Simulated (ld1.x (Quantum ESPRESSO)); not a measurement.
# Building the ultrasoft potential for gallium (LDA (PZ), scalar-relativistic).

ld1.x (Quantum ESPRESSO) 7.5 was run on this input:

```
&input
   title='Ga', zed=31., rel=1, dft='PZ', iswitch=3,
   config='[Ar] 3d10 4s1.5 4p0',
   nld=3, rlderiv=1.50, eminld=-14.0, emaxld=5.0, deld=0.04
 /
 &inputp
   pseudotype=3, tm=.true., lloc=-1, rcloc=0.65,
   nlcc=.false.,
   which_augfun='PSQ', rmatch_augfun_nc=.true.,
   file_pseudopw='Ga.UPF', file_wfcaegen='ae.wfc', file_wfcncgen='nc.wfc', file_beta='beta', file_chi='chi', file_wfcusgen='us.wfc'
 /
6
3S  1  0   2.00   0.00  0.95  1.30  0.0
4S  2  0   1.50   0.00  0.95  1.30  0.0
3P  2  1   6.00   0.00  1.00  1.35  0.0
4P  3  1   0.00   0.00  1.00  1.35  0.0
3D  3  2  10.00   0.00  0.65  0.85  0.0
3D  3  2   0.00  -2.15  0.65  0.85  0.0
 &test
   configts(1)='3s2 3p6 3d10 4s1.5 4p0'
 /
```

Command:

```bash
ld1.x < Ga.in > Ga.out
```

The program printed (shortened: banner, matrices, multipoles, cross overlaps and the repeated all-electron block are left out):

```
Program LD1 v.7.5
     --------------------------- All-electron run ----------------------------

     Ga
     scalar relativistic calculation

     atomic number is 31.00
     dft =PZ   lsd =0 sic =0 latt =0  beta=0.20 tr2=1.0E-14
     Exchange-correlation= PZ
                           (   1   1   0   0   0   0   0)
     mesh =1205 r(mesh) = 101.09016 a.u. xmin = -7.00 dx = 0.01250
     1 Ry =  13.60569312 eV, c = 137.03599908

     n l     nl                  e(Ry)          e(Ha)          e(eV)
     1 0     1S 1( 2.00)      -751.5299      -375.7650    -10225.0852
     2 0     2S 1( 2.00)       -93.6559       -46.8280     -1274.2541
     2 1     2P 1( 6.00)       -81.7618       -40.8809     -1112.4254
     3 0     3S 1( 2.00)       -11.8838        -5.9419      -161.6870
     3 1     3P 1( 6.00)        -8.2989        -4.1495      -112.9128
     3 2     3D 1(10.00)        -2.4685        -1.2342       -33.5855
     4 0     4S 1( 1.50)        -1.5783        -0.7891       -21.4736
     4 1     4P 1( 0.00)        -0.9969        -0.4985       -13.5636

     final scf error:  4.3E-15 reached in  27 iterations

     Etot =   -3881.103708 Ry,   -1940.551854 Ha,  -52805.106026 eV

     Ekin =    3945.639406 Ry,    1972.819703 Ha,   53683.158931 eV
     Encl =   -9328.669348 Ry,   -4664.334674 Ha, -126923.012394 eV
     Eh   =    1646.456967 Ry,     823.228484 Ha,   22401.188237 eV
     Exc  =    -144.530733 Ry,     -72.265366 Ha,   -1966.440799 eV

     normalization and overlap integrals

     s(1S/1S) =  1.000000  <r> =   0.0487  <r2> =    0.0032  r(max) =   0.0319
     s(2S/2S) =  1.000000  <r> =   0.2182  <r2> =    0.0562  r(max) =   0.1833
     s(2P/2P) =  1.000000  <r> =   0.1909  <r2> =    0.0447  r(max) =   0.1464
     s(3S/3S) =  1.000000  <r> =   0.6532  <r2> =    0.4930  r(max) =   0.5647
     s(3P/3P) =  1.000000  <r> =   0.6799  <r2> =    0.5458  r(max) =   0.5647
     s(3D/3D) =  1.000000  <r> =   0.8036  <r2> =    0.8406  r(max) =   0.5305
     s(4S/4S) =  1.000000  <r> =   2.1286  <r2> =    5.1751  r(max) =   1.8058
     s(4P/4P) =  1.000000  <r> =   2.6239  <r2> =    7.9218  r(max) =   2.2056

     ------------------------ End of All-electron run ------------------------

     --------------------- Generating US pseudopotential ---------------------

      Generating local potential from pseudized AE potential:
      Matching radius rcloc =   0.6500

      Local pseudo, rcloc= 0.648 Estimated cut-off energy=    58.02 Ry
      Wfc-us  3S rcutus= 1.305  Estimated cut-off energy=    33.20 Ry
      Wfc-us  4S rcutus= 1.305  Estimated cut-off energy=    68.81 Ry
      Wfc-us  3P rcutus= 1.338  Estimated cut-off energy=    48.41 Ry
      Wfc-us  4P rcutus= 1.338  Estimated cut-off energy=    92.22 Ry
      Wfc-us  3D rcutus= 0.853  Estimated cut-off energy=   157.16 Ry
      Wfc-us  3D rcutus= 0.853  Estimated cut-off energy=   158.47 Ry

     Q pseudized with Bessel functions
     Expected ecutrho=     960.5187 due to l1=  2   l2=  2

     ------------------- End of pseudopotential generation -------------------

     Computing logarithmic derivative in   1.50649
     Computing logarithmic derivative in   1.50649
     Computing the partial wave expansion
     R is outside the sphere for l=    0 j= 0.00
     R is outside the sphere for l=    0 j= 0.00
     R is outside the sphere for l=    1 j= 0.00
     R is outside the sphere for l=    1 j= 0.00
     R is outside the sphere for l=    2 j= 0.00
     R is outside the sphere for l=    2 j= 0.00

     ---------------------- Testing the pseudopotential ----------------------

     Ga
     scalar relativistic calculation

     atomic number is 31.00   valence charge is 21.00
     dft =PZ   lsd =0 sic =0 latt =0  beta=0.20 tr2=1.0E-14
     mesh =1205 r(mesh) = 101.09016 xmin = -7.00 dx = 0.01250

     n l     nl             e AE (Ry)        e PS (Ry)    De AE-PS (Ry)
     1 0     3S   1( 2.00)      -11.88378      -11.88366       -0.00011
     2 1     3P   1( 6.00)       -8.29894       -8.29884       -0.00011
     3 2     3D   1(10.00)       -2.46849       -2.46842       -0.00007
     2 0     4S   1( 1.50)       -1.57828       -1.57826       -0.00002
     3 1     4P   1( 0.00)       -0.99691       -0.99695        0.00004

     eps = 4.1E-16  iter =  6

     Etot =   -3881.103708 Ry,   -1940.551854 Ha,  -52805.106026 eV
     Etotps =  -518.785605 Ry,    -259.392802 Ha,   -7058.437735 eV

     Ekin =     177.241171 Ry,      88.620585 Ha,    2411.488976 eV
     Encl =   -1257.723994 Ry,    -628.861997 Ha,  -17112.206697 eV
     Ehrt =     432.122044 Ry,     216.061022 Ha,    5879.319923 eV
     Ecxc =     -43.839351 Ry,     -21.919675 Ha,    -596.464752 eV
     Epseu=     173.414525 Ry,      86.707263 Ha,    2359.424815 eV

     ---------------------- End of pseudopotential test ----------------------
```

The ghost test of this file was not conclusive. Its overlap operator is not positive definite in a basis up to 400 Ry (lowest eigenvalue s -0.14, p -1.38), so the file is unfit for use: the generalised eigenproblem breaks down once the basis is large enough, and its test numbers describe a broken file.

Generation and configuration tests took about 1.1 s on one core of a shared server CPU.

Transferability test of the new file with ld1.x, input:

```
&input
   title='Ga', zed=31., rel=1, dft='PZ', iswitch=2,
   config='[Ar] 3d10 4s1.5 4p0'
 /
 &test
   file_pseudo='Ga.UPF', nconf=10,
   configts(1)='3s2 3p6 3d10 4s1.5 4p0',
   configts(2)='3s2 3p6 3d10 4s2 4p1',
   configts(3)='3s2 3p6 3d10 4s2 4p0',
   configts(4)='3s2 3p6 3d10 4s1 4p0',
   configts(5)='3s2 3p6 3d9 4s0 4p0',
   configts(6)='3s2 3p6 3d9 4s2 4p1',
   configts(7)='3s2 3p6 3d10 4s1 4p2',
   configts(8)='3s2 3p6 3d10 4s2 4p0.5',
   configts(9)='3s2 3p6 3d10 4s1.5 4p0', lsdts(9)=1,
   configts(10)='3s2 3p6 3d10 4s2 4p1', lsdts(10)=1
 /
```

```bash
ld1.x < Ga.test.in > Ga.test.out
```

Pseudopotential blocks of its output, shortened (energy terms left out):

```
     ---------------------- Testing the pseudopotential ----------------------

     n l     nl             e AE (Ry)        e PS (Ry)    De AE-PS (Ry)
     1 0     3S   1( 2.00)      -11.88378      -11.88366       -0.00011
     2 1     3P   1( 6.00)       -8.29894       -8.29884       -0.00011
     3 2     3D   1(10.00)       -2.46849       -2.46842       -0.00007
     2 0     4S   1( 1.50)       -1.57828       -1.57826       -0.00002
     3 1     4P   1( 0.00)       -0.99691       -0.99695        0.00004

     eps = 3.9E-16  iter =  6

     Etot =   -3881.103708 Ry,   -1940.551854 Ha,  -52805.106026 eV
     Etotps =  -518.785605 Ry,    -259.392802 Ha,   -7058.437735 eV

     ---------------------- End of pseudopotential test ----------------------
```

The test run then stopped with an error in chargeps: “negative rho”.
